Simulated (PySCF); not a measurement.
C6H9ClO.
Structure used (GFN2-xTB), in Å, numbered top down from 1:
```xyz
17
C6H9ClO angstrom
C      0.8074   -1.4750    0.3323
C      0.3771   -0.0266    0.1197
C      1.5598    0.8711    0.2804
O      1.7874    1.6575    1.1356
Cl     2.7232    0.6707   -1.0501
C     -0.8505    0.4082    0.9478
C     -1.6787    0.5136   -0.3415
C     -0.4265    0.2156   -1.1797
H      1.5606   -1.7604   -0.3983
H      1.2187   -1.6050    1.3316
H     -0.0547   -2.1279    0.2223
H     -1.1917   -0.3343    1.6647
H     -0.7031    1.3550    1.4622
H     -2.4501   -0.2480   -0.4272
H     -2.1261    1.4879   -0.5200
H     -0.4902   -0.6534   -1.8297
H     -0.0697    1.0631   -1.7601
```

Method used: TDDFT PBE0/def2-SVPD, vertical, gas phase, core orbitals frozen in the response (PySCF).

Ground-to-excited transition dipoles (e·a0, same axes as the geometry; the sign carries no meaning), for the states with f of 0.002 or more among the lowest 8:

```tsv
state	E (hartree)	μx	μy	μz
S3	0.2465	0.110	-0.002	0.053
S4	0.2520	0.189	-0.006	-0.166
S5	0.2558	-0.403	-0.269	-0.053
S6	0.2747	0.340	0.016	-0.010
S7	0.2848	0.437	-0.132	-0.497
S8	0.2921	-0.149	-0.074	-0.006
```

Question: Work out the oscillator strengths.

Answer: f = (2/3) ΔE |μ|² with ΔE in hartree (27.2114 eV).

| state | \|μ\|² (au) | \|μ\| (D) | f |
| --- | --- | --- | --- |
| S3 | 0.015 | 0.31 | 0.002 |
| S4 | 0.063 | 0.64 | 0.011 |
| S5 | 0.238 | 1.24 | 0.041 |
| S6 | 0.116 | 0.87 | 0.021 |
| S7 | 0.455 | 1.72 | 0.086 |
| S8 | 0.028 | 0.42 | 0.005 |

Question: Which bond between heavy atoms lies closest to the direction of the S7 transition dipole?

Answer: C3–Cl5, at 5° from it; next C7–C8 and C2–C6 at 15°.

Question: What angle do the transition dipoles of S4 and S7 make?

Answer: |cos θ| = |μa·μb| / (|μa| |μb|) = 0.98, so θ ≈ 12° (taken between 0 and 90°, since the signs are arbitrary).

Question: What peak molar absorption coefficient would the strongest computed level give as a lone Gaussian band 0.3 eV wide at half height?

Answer: ε(max) = 2.175×10⁸ f / FWHM, with the width in cm⁻¹. S7: 2.175×10⁸ × 0.0865 / 2420 ≈ 7800 L mol⁻¹ cm⁻¹.

One conformer stands for the species.
